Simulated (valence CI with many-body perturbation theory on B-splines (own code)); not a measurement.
Nb7+: calculated level list

Method: relativistic CI+MBPT: six valence electrons over a frozen Dirac-Fock core [Ar] 3d10, radial functions for each j: 9 s, 9 p, 8 d, 6 f, 3 g, 1 h, with the one-electron correlation potential Σ1 (screened to all orders), the two-electron term Σ2, the three-electron term Σ3, Breit, model QED; selected single and double excitations, second order for the rest, scaled by the run's own slope (own B-spline code, finite nucleus).

No measured levels were compared; by estimate levels hold to about 250 cm⁻¹ or 0.2 % of their energy and the worst to 1 %, as in measured heavy ions of charge 2 to 7; those with d or f electrons hold less well. Among the levels kept, up to 970 cm⁻¹ of a level comes from second order outside the variational space, and about a tenth of that is noise between levels of different J, which matters for small intervals.

Levels 1 to 32 of 32, with energies above the lowest level, 4s2.4p4 3P_2. "Leading %" is the weight of the configuration and term that name the level; weights of strongly mixed levels are sums over their largest components and can fall short.

```
No.  Configuration  Term  J  E (cm⁻¹)  Leading %      g     Second component
  1        4s2.4p4    3P  2         0         86  1.448      10 % 4s2.4p4 1D
  2        4s2.4p4    3P  0     14601         79             17 % 4s2.4p4 1S
  3        4s2.4p4    3P  1     16791         96  1.501                     
  4        4s2.4p4    1D  2     31272         86  1.052      10 % 4s2.4p4 3P
  5        4s2.4p4    1S  0     64650         78             17 % 4s2.4p4 3P
  6         4s.4p5   3P°  2    212470         83  1.500  14 % 4s2.4p3.4d 3P°
  7         4s.4p5   3P°  1    223480         79  1.480  14 % 4s2.4p3.4d 3P°
  8         4s.4p5   3P°  0    231840         82         15 % 4s2.4p3.4d 3P°
  9         4s.4p5   1P°  1    269290         62  1.019  31 % 4s2.4p3.4d 1P°
 10     4s2.4p3.4d   5D°  0    293130         91          4 % 4s2.4p3.4d 3P°
 11     4s2.4p3.4d   5D°  2    293530         87  1.451                     
 12     4s2.4p3.4d   5D°  1    293600         92  1.487                     
 13     4s2.4p3.4d   5D°  3    293630         84  1.461   6 % 4s2.4p3.4d 3D°
 14     4s2.4p3.4d   5D°  4    295220         89  1.478   7 % 4s2.4p3.4d 3F°
 15     4s2.4p3.4d   3D°  2    306520         51  1.036  20 % 4s2.4p3.4d 3F°
 16     4s2.4p3.4d   3D°  3    313020         71  1.298  10 % 4s2.4p3.4d 5D°
 17     4s2.4p3.4d   3D°  1    314650         94  0.527                     
 18     4s2.4p3.4d   3F°  2    317560         61  0.855  34 % 4s2.4p3.4d 3D°
 19     4s2.4p3.4d   1S°  0    319030         88          5 % 4s2.4p3.4d 3P°
 20     4s2.4p3.4d   3F°  3    320500         71  1.118  19 % 4s2.4p3.4d 3D°
 21     4s2.4p3.4d   3F°  4    324990         72  1.215  18 % 4s2.4p3.4d 3G°
 22     4s2.4p3.4d   3G°  3    329470         74  0.827  16 % 4s2.4p3.4d 3F°
 23     4s2.4p3.4d   3G°  4    332200         54  1.131  38 % 4s2.4p3.4d 3F°
 24     4s2.4p3.4d   3G°  5    336170         96  1.200                     
 25     4s2.4p3.4d   1G°  4    337860         77  1.023  14 % 4s2.4p3.4d 3G°
 26     4s2.4p3.4d   1D°  2    346830         63  0.996  17 % 4s2.4p3.4d 3F°
 27     4s2.4p3.4d   3D°  1    346920         92  0.529                     
 28     4s2.4p3.4d   3P°  0    352370         85          7 % 4s2.4p3.4d 1S°
 29     4s2.4p3.4d   3P°  1    353580         81  1.476   5 % 4s2.4p3.4d 3S°
 30     4s2.4p3.4d   3D°  2    356980         74  1.136   8 % 4s2.4p3.4d 1D°
 31     4s2.4p3.4d   3F°  3    358720         80  1.065  10 % 4s2.4p3.4d 3G°
 32     4s2.4p3.4d   3F°  2    360110         71  0.823   8 % 4s2.4p3.4d 3P°
```

Names give the largest LS component (configuration and term), which can be under half, so a name can repeat, a term be missing and a line seem to break the LS rules; names also repeat where a configuration has a term twice.

The ionisation energy to 4s2.4p3 4S°_3/2 of the next ion comes out as 137.81 eV (NIST: 136 ± 2.1 eV (theoretical)). All 32 levels together are meant to be complete up to 360730 cm⁻¹.
